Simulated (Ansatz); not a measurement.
Energy profile

The step: BHF₂ ([F][BH][F]) + H₂O + H₂O → BHOF₂ ([OH][B]([F])[F]) + H₂O + H₂; bonds formed: H2–H7, H5–O8; dative contacts that become bonds: B1–O6; bonds broken: B1–H2, H5–O6, H7–O8 (atoms numbered as in the saddle structure below).

```tsv
atom	x (Å)	y (Å)	z (Å)
B1	-0.5653	-0.0087	-0.8935
H2	-0.2843	-1.1865	-0.2600
F3	0.3803	0.0858	-1.8693
F4	-1.8538	-0.1409	-1.3078
H5	0.5320	0.4766	1.0046
O6	-0.4018	1.0742	0.0958
H7	0.4300	-0.9572	0.4902
O8	1.0495	-0.3955	1.3105
H9	-1.2536	1.3855	0.4108
H10	1.9671	-0.3334	1.0187
```

Electronic energies by CCSD(T) at an estimated basis limit (MP2 extrapolated from triple and quadruple zeta, plus CCSD(T) − MP2 in triple zeta), on PBE0-D4/def2-TZVP structures; BH$_{5}$O$_{2}$F$_{2}$, closed shell; no counterpoise correction. Ansatz 0.2.0; basis: def2-TZVPP and def2-QZVPP; cores frozen in the correlated methods. Extrapolation: Hartree–Fock as exp(−7.88 √X), correlation as X^−2.97.

Task: Give the profile in kJ/mol, counted from the separated reactants. (An estimate is asked for; the value comes from the calculation.)

Result: Computed:
```json
{"point": "separated: BHF$_{2}$ (linked as [F][BH][F]; B1, H2, F3, F4; singlet) + H$_{2}$O (H5, O6, H9; singlet) + H$_{2}$O (H7, O8, H10; singlet)", "kJ/mol": "0.0"}
{"point": "start structure", "kJ/mol": "-80.2"}
{"point": "saddle", "kJ/mol": "19.5"}
{"point": "end structure", "kJ/mol": "-121.6"}
{"point": "separated: BHOF$_{2}$ (linked as [OH][B]([F])[F]; B1, F3, F4, O6, H9; singlet) + H$_{2}$ (H2, H7; singlet) + H$_{2}$O (H5, O8, H10; singlet)", "kJ/mol": "-103.1"}
```

No T1 diagnostic of these runs exceeds 0.014.

The step is the kind of ligand exchange by which a precursor binds to a hydroxyl group, or is hydrolysed, in atomic layer deposition of oxides.

For scale, one of the runs: CCSD(T)/def2-TZVPP, 225 basis functions, launched by `ansatz run in.yaml --threads 4 --pin off --events-out ev --progress --plain --max-ram 9574MiB`. The run took 3.6 min on 4 CPU threads of an Arm Neoverse N1 (shared host), with 4.2 GiB of host memory at its peak.
